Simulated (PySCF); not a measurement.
**Correlation energy of C (carbon, neutral)**

[He] 2s2 2p2, high-spin 3P determinant. Calculation: PySCF 2.14, in def2-QZVPPD; the non-relativistic Hamiltonian (point nucleus). Frozen: nothing; 6 electrons correlated.

```
  level  correlation energy (mhartree)
   CCSD                        -111.83
    (T)                          -2.58
CCSD(T)                        -114.41
```

Diagnostics: T1 = 0.0079, D1 = 0.0192, largest double amplitude 0.093.

Cost of the coupled-cluster step: roughly 6 core-seconds, for 6 correlated electrons.

This basis was not built for core-valence correlation, so the inner-shell part is incomplete.
